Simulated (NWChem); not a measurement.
CBrCl2F; SMILES FC(Cl)(Cl)Br

Computed with NWChem. Coordinates come from a PBE0/def2-SVP optimisation. Ions are spin-unrestricted doublets at the neutral geometry; other ion states weren't tried.

**Question.** Among these, which level gives the lowest value of “vertical ionisation energy, ΔSCF (eV)”?
A) M06-2X/def2-SVP
B) r2SCAN/def2-SVP
C) Hartree-Fock/def2-SVP
D) PBE/def2-SVP

**Answer.** D, PBE/def2-SVP. Values: PBE/def2-SVP 10.32; r2SCAN/def2-SVP 10.73; M06-2X/def2-SVP 11.30; Hartree-Fock/def2-SVP 11.66
